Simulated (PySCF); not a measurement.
C2H10O2Si2, SMILES [SiH3][Si@@](OC)(O)C. Atoms are numbered in the order given.

```xyz
16

C     -1.3386     1.9031    -0.8900
O     -0.4481     1.4831     0.1204
Si     0.4502     0.0688     0.1277
C      1.5050    -0.0071    -1.4276
O      1.3733     0.1095     1.5153
Si    -0.9426    -1.8100     0.3533
H     -0.8296     2.0324    -1.8632
H     -1.7667     2.8729    -0.5942
H     -2.1702     1.1875    -1.0287
H      2.1696    -0.8862    -1.4076
H      0.8808    -0.0781    -2.3345
H      2.1331     0.8957    -1.5217
H      1.8734     0.9251     1.6658
H     -0.1582    -3.0785     0.3564
H     -1.7422    -1.7363     1.6084
H     -1.8961    -1.8744    -0.7956
```
Charge 0, spin multiplicity 1.

The structure is a stationary point at TPSSh-D3(BJ)/def2-SVP. The structure was generated by enumeration; whether it is a known compound was not checked. The values are those of a single conformer.

Calculation: PySCF 2.14.0 with TPSSh-D3(BJ)/def2-SVP.

Frequencies are harmonic and unscaled.

| mode | ν (cm⁻¹) | IR (km/mol) | moving atoms (share of kinetic energy) |
|---|---|---|---|
| 1 | 45 | 2.1 | C 41 %, H 37 %, Si 13 %, O 10 % |
| 2 | 82 | 4.6 | H 82 %, C 9 % |
| 3 | 89 | 0.3 | H 97 % |
| 4 | 120 | 13.5 | H 43 %, C 32 %, O 16 %, Si 8 % |
| 5 | 128 | 3.3 | H 38 %, O 28 %, Si 20 %, C 14 % |
| 6 | 151 | 17.0 | H 60 %, C 17 %, Si 15 % |
| 7 | 163 | 9.4 | H 83 %, O 13 % |
| 8 | 180 | 24.8 | H 49 %, O 31 %, C 19 % |
| 9 | 249 | 13.5 | O 45 %, H 28 %, Si 16 %, C 10 % |
| 10 | 251 | 30.6 | O 37 %, Si 34 %, H 20 %, C 9 % |
| 11 | 329 | 56.8 | O 53 %, H 19 %, C 18 %, Si 10 % |
| 12 | 427 | 19.1 | Si 62 %, H 21 %, O 9 % |
| 13 | 511 | 19.3 | H 79 %, Si 14 % |
| 14 | 512 | 14.7 | H 78 %, Si 14 % |
| 15 | 661 | 70.9 | C 34 %, O 23 %, Si 22 %, H 21 % |
| 16 | 741 | 35.7 | H 42 %, C 21 %, O 19 %, Si 18 % |
| 17 | 755 | 103.1 | H 79 %, C 15 % |
| 18 | 784 | 85.1 | H 41 %, Si 23 %, O 19 %, C 18 % |
| 19 | 839 | 300.5 | H 61 %, Si 20 %, O 13 % |
| 20 | 890 | 139.2 | H 63 %, Si 22 %, O 11 % |
| 21 | 930 | 9.6 | H 44 %, Si 31 %, O 22 % |
| 22 | 952 | 61.6 | H 92 % |
| 23 | 954 | 55.5 | H 95 % |
| 24 | 1144 | 215.5 | O 45 %, C 35 %, H 19 % |
| 25 | 1179 | 1.3 | H 77 %, C 18 % |
| 26 | 1211 | 85.8 | H 59 %, C 21 %, O 19 % |
| 27 | 1280 | 26.7 | H 78 %, C 21 % |
| 28 | 1446 | 3.3 | H 96 % |
| 29 | 1450 | 2.3 | H 96 % |
| 30 | 1489 | 8.2 | H 88 %, C 10 % |
| 31 | 1495 | 6.8 | H 96 % |
| 32 | 1498 | 2.6 | H 96 % |
| 33 | 2222 | 83.3 | H 97 % |
| 34 | 2237 | 93.6 | H 97 % |
| 35 | 2249 | 97.2 | H 96 % |
| 36 | 2988 | 67.5 | H 97 % |
| 37 | 3021 | 4.4 | H 97 % |
| 38 | 3055 | 47.5 | H 90 %, C 10 % |
| 39 | 3109 | 21.0 | H 91 %, C 9 % |
| 40 | 3110 | 25.8 | H 91 %, C 9 % |
| 41 | 3121 | 6.2 | H 91 %, C 9 % |
| 42 | 3818 | 69.2 | H 94 % |
